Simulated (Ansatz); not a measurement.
Si(H)3(nPr) (C3H10Si), SMILES CCC[SiH3].

The structure is a stationary point at B3LYP-D3(BJ)/def2-SVP. Other conformers were not sampled.

Two levels are set side by side: PBE/def2-SVPD (Ansatz, a first-principles code) and CAM-B3LYP/def2-SVPD (Ansatz). Energy differences of separate SCF runs at the same geometry; the states with an electron removed or added have multiplicity 2 and 2. Differences are taken from unrounded values.

| quantity | CAM-B3LYP |
|---|---|
| vertical ionisation energy (eV) | 10.68 |
| vertical singlet–triplet gap (eV) | 7.79 |

Q: What does PBE give, and how far is it from CAM-B3LYP? (The exact figures need the calculation; the answer reports its results.)

A: 
```
quantity                             PBE  PBE minus CAM-B3LYP
---------------------------------  -----  -------------------
vertical ionisation energy (eV)    10.22                -0.45
vertical singlet–triplet gap (eV)   7.09                -0.70
```
